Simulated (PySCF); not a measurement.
```xyz
9

B     -1.7521    -0.0134     0.0302
B     -0.3496    -0.4162    -0.6464
Si     1.3677     0.1821     0.2472
H     -2.2651    -0.6912     0.8727
H     -2.2963     1.0244    -0.2130
H     -0.1945    -1.0480    -1.6469
H      2.1738    -1.0211     0.5825
H      1.1775     0.9707     1.4884
H      2.1386     1.0129    -0.7147
```

Charge 0, multiplicity 1.

### Question
Give the Mulliken and meta-Löwdin atomic charges from PBE-D3(BJ)/def2-TZVP // B3LYP-D3(BJ)/def2-TZVP in PySCF.

### Answer

```csv
atom,Mulliken (e),meta-Löwdin (e)
B1,-0.13,-0.13
B2,0.04,-0.18
Si3,0.01,0.31
H4,0.04,0.06
H5,0.04,0.06
H6,0.06,0.07
H7,-0.01,-0.06
H8,-0.02,-0.07
H9,-0.01,-0.06
```
